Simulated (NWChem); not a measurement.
**Basis-set convergence for BrISi**

```xyz
3

Si    -1.2835    -0.4375     0.0000
Br     0.1531    -2.2005     0.0000
I      0.2379     1.5688     0.0000
```
Charge 0, spin multiplicity 1.

Program: NWChem. The geometry was optimised at B3LYP/def2-SVP with def2 effective core potentials on I, a minimum by its harmonic frequencies.

Quantity: vertical ionisation energy at the level ΔMP2 (Δ: difference of total energies, the cation a doublet at the parent's geometry with its hole in an orbital of symmetry a' (Cs labels); it is the state that the SCF runs reached, from PBE0 orbitals for Hartree-Fock references, and need not be the lowest).

Effective core potentials replace the inner electrons of I; spin-orbit coupling is left out. The correlated methods keep 18 core orbitals frozen. The structure started from a generated list of species. No SCF solution was tested for a lower state. Open-shell Hartree-Fock references start from PBE0 orbitals; any time given for them includes that run.

Relative cost: rough, from shared machines, SCF included, def2-SVP = 1.

| basis | functions | vertical ionisation energy (eV) | relative cost |
|---|---|---|---|
| def2-SVP | 76 | [?] | 1 |
| def2-SVPD | 100 | [?] | under 3 |
| def2-TZVP | 135 | 9.38 | 4 |
| def2-TZVPP | 140 | 9.39 | 4 |
| def2-TZVPD | 159 | 9.40 | 6 |

Q: Complete the blanks.

A: 
- def2-SVP, vertical ionisation energy (eV): 9.21
- def2-SVPD, vertical ionisation energy (eV): 9.32
